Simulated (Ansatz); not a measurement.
The cluster Ge6Te6, relaxed as a singlet with RKS PBE-D4/def2-SVP in Ansatz, starting from the GFN1-xTB geometry. Force threshold 0.03 eV/Å.

In the def2 sets Te takes a core potential; there is no spin–orbit coupling. The structure comes from a short search, and lower isomers may exist.

Start:

Cartesian coordinates in Å:
```
Ge 2.8021 0.8574 -0.5712
Ge -2.8772 1.3009 -0.1272
Ge -0.8207 -1.7000 -2.4535
Ge 0.1682 -2.1016 1.6999
Ge -0.5976 1.7358 -0.3974
Ge 1.1576 1.0415 2.6092
Te 2.5007 -0.8296 1.3867
Te 0.7215 0.4009 -2.1216
Te -3.0322 -0.4174 -1.9412
Te 1.4916 2.8056 0.6730
Te -0.3359 -3.2561 -0.4743
Te -1.1780 0.1626 1.7176
```

Estimate the energy that the relaxation releases and the steps that it takes.

125.7 kJ/mol, in 7 steps; 26 s on 2 threads of AMD EPYC 7R13 on a shared host and a share (18 GiB) of an NVIDIA H100 80GB HBM3. No frequencies were taken in this run, so the end may be a saddle point.

Does the start keep its bonding and symmetry?

By distances, no bond broke or formed. The bond that changes most is Ge2–Ge5, from 2.34 to 2.62 Å (atoms count from 1).

Predict the relaxed structure.


```xyz
12

Ge    2.9605    0.8727   -0.6164
Ge   -3.1570    1.2783   -0.0283
Ge   -0.8288   -1.8508   -2.5072
Ge    0.1626   -2.2152    1.7914
Ge   -0.6414    1.8667   -0.4549
Ge    1.2083    1.1072    2.6846
Te    2.6347   -0.9010    1.4395
Te    0.7109    0.4331   -2.2268
Te   -3.0411   -0.2491   -2.0994
Te    1.6307    2.9844    0.6617
Te   -0.3101   -3.4398   -0.4727
Te   -1.3292    0.1135    1.8284
```
Bond lengths: 17 × Ge–Te 2.58 to 2.96 Å; 1 × Ge–Ge 2.62 Å.
